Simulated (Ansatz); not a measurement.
`[GaH2][GeH2][TeH]`. Charge 0, multiplicity 1. Te: def2 effective core potential. The structure was optimised at the PBE0-D4/def2-TZVP level.

```xyz
8

Ga   -0.947   -1.121   -1.225
Ge    0.678    0.111    0.128
Te   -0.666    1.513    1.810
H    -2.421   -1.266   -0.706
H    -0.517   -1.754   -2.596
H     1.623   -0.830    0.904
H     1.567    1.059   -0.701
H     0.683    2.288    2.386
```

Problem. What is the dipole moment at ωB97M-V/def2-TZVPP? (An estimate is asked.)

Solution. Ansatz gave: 1.23 D, with components (0.29, -0.77, -0.91) D in this frame, pointing from negative to positive charge.

Problem. And with PBE, r2SCAN, B3LYP? (Best estimate.)

Solution. The calculation gave: PBE 1.07 D, r2SCAN 1.13 D, B3LYP 1.12 D.

Problem. Give the Mulliken charges with ωB97M-V, B3LYP, r2SCAN in def2-TZVPP. (Best estimate.)

Solution. Ansatz gave: 
| atom | ωB97M-V | B3LYP | r2SCAN |
| --- | --- | --- | --- |
| Ga1 | 0.24 | 0.24 | 0.31 |
| Ge2 | -0.14 | -0.01 | -0.04 |
| Te3 | -0.12 | -0.11 | -0.15 |
| H4 | -0.02 | -0.05 | -0.06 |
| H5 | -0.02 | -0.05 | -0.06 |
| H6 | 0.03 | 0.00 | 0.00 |
| H7 | 0.03 | 0.00 | 0.00 |
| H8 | 0.00 | -0.02 | -0.01 |

B3LYP here is the variant with VWN-RPA as its local correlation; programs differ in this.
